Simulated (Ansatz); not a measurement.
The lowest singlet and triplet of CH2 (SMILES [CH2]); geometries from B3LYP-D3(BJ)/def2-TZVP, each state relaxed from the structure named, with no frequency check.
Singlet (charge 0, multiplicity 1):
```xyz
3

C     -0.001     0.175     0.000
H     -0.860    -0.529     0.000
H      0.864    -0.521     0.000
```

A positive gap puts the triplet lower; no zero-point energy. R- takes a restricted singlet. U- takes an unrestricted singlet (broken symmetry where lower, unprojected). The triplet is unrestricted in single-reference levels. Active spaces average the two states.

Correlated levels freeze the cores.

Programs: Ansatz (Gaussian basis) for Hartree–Fock, density functionals and correlated methods. Each number belongs to the level named beside it.

### Question
Estimate the gap E(singlet) − E(triplet), vertical, at the singlet's geometry that U-HF/cc-pVTZ (spin-contaminated) returns for this input.

### Answer
5.6 kcal/mol

### Question
Predict the gap E(singlet) − E(triplet), vertical, at the singlet's geometry from R-HF/cc-pVDZ.

### Answer
17.8 kcal/mol

### Question
What gap E(singlet) − E(triplet), vertical, at the singlet's geometry does FIC-MRCISD+Q on SA-CASSCF(6,6)/cc-pVQZ give?

### Answer
-2.0 kcal/mol

Doubts at one or more of the structures used: a restricted determinant that unrestricted orbitals would lower (R-HF/cc-pVDZ).

Ansatz is a first-principles code.
